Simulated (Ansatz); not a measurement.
The same molecule with X = O, S, Se. Ansatz, PBE0-D4/def2-TZVP geometries, multiplicity 1.

Scalar relativity is left out up to krypton.

```json
{"X": "S", "molecule": "`[C-]#[S+]`", "mean X–C bond length / Å": "1.529", "size of the dipole moment (PBE/def2-TZVPP) / D": "2.00", "LUMO energy (ωB97M-V/def2-TZVPP) / eV": "0.01", "HOMO energy (PBE/def2-TZVPP) / eV": "-7.33"}
{"X": "Se", "molecule": "`[C-]#[Se+]`", "mean X–C bond length / Å": "1.671", "size of the dipole moment (PBE/def2-TZVPP) / D": "2.17", "LUMO energy (ωB97M-V/def2-TZVPP) / eV": "-0.29", "HOMO energy (PBE/def2-TZVPP) / eV": "-7.08"}
```

Question: Give the row for X = O, `[C-]#[O+]`. (Best estimate.)

Answer: Computed: 
```json
{"X": "O", "molecule": "`[C-]#[O+]`", "mean X–C bond length / Å": "1.123", "size of the dipole moment (PBE/def2-TZVPP) / D": "0.25", "LUMO energy (ωB97M-V/def2-TZVPP) / eV": "1.77", "HOMO energy (PBE/def2-TZVPP) / eV": "-8.99"}
```

From O to Se the mean X–C bond length rises at each step, by 0.548 Å in all; the LUMO energy (ωB97M-V/def2-TZVPP) falls at each step, by 2.06 eV in all; the HOMO energy (PBE/def2-TZVPP) rises at each step, by 1.91 eV in all. Bonds lengthen as the atom grows down the group. Dipoles are sizes alone, and their direction can turn along the series.

Spin–orbit coupling is left out; it splits and shifts lone-pair levels of the heavy atoms by tenths of an eV.
